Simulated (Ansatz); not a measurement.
Coupled-cluster diagnostics for GeH3(NHtBu) (C4H13GeN), Ansatz.

Geometry of the singlet (r2SCAN-D4/def2-SVP):

| atom | x (Å) | y (Å) | z (Å) |
| --- | --- | --- | --- |
| Ge1 | -1.237 | 1.228 | 1.709 |
| H2 | -2.706 | 1.118 | 2.143 |
| H3 | -0.309 | 1.090 | 2.925 |
| H4 | -0.994 | 2.619 | 1.073 |
| N5 | -0.980 | -0.198 | 0.571 |
| C6 | 0.179 | -0.341 | -0.323 |
| C7 | 1.452 | -0.020 | 0.464 |
| C8 | 0.221 | -1.801 | -0.793 |
| C9 | 0.075 | 0.591 | -1.543 |
| H10 | -1.842 | -0.453 | 0.089 |
| H11 | 2.344 | -0.185 | -0.158 |
| H12 | 1.470 | 1.035 | 0.789 |
| H13 | 1.524 | -0.657 | 1.360 |
| H14 | 0.302 | -2.477 | 0.072 |
| H15 | 1.073 | -1.979 | -1.468 |
| H16 | -0.702 | -2.058 | -1.341 |
| H17 | 0.038 | 1.646 | -1.229 |
| H18 | -0.842 | 0.375 | -2.117 |
| H19 | 0.935 | 0.468 | -2.224 |

Correlated methods freeze 14 core orbitals; core or outer-core shells of Ge are correlated, in sets that lack core-valence functions.

**Question.** Estimate the CCSD(T) correlation energy, the shares of MP2 and (T), T1 and the reference's ⟨S²⟩ for: charge 0, singlet, own geometry in def2-SVP; and the rough time on 4 threads of AMD EPYC on a shared host.

**Answer.** 
```tsv
state	basis	correlation (eV)	MP2 share (%)	(T) share (%)	T1	⟨S²⟩ (pure)	wall time
charge 0, singlet, own geometry	def2-SVP	-29.913	90.6	2.9	0.009	0.00 (0.00)	2.8 min
```
Customary marks for T1 are 0.02 (closed shells), 0.045 (open shells) and about 0.05 (3d metals). T1 stays under 0.02 throughout.
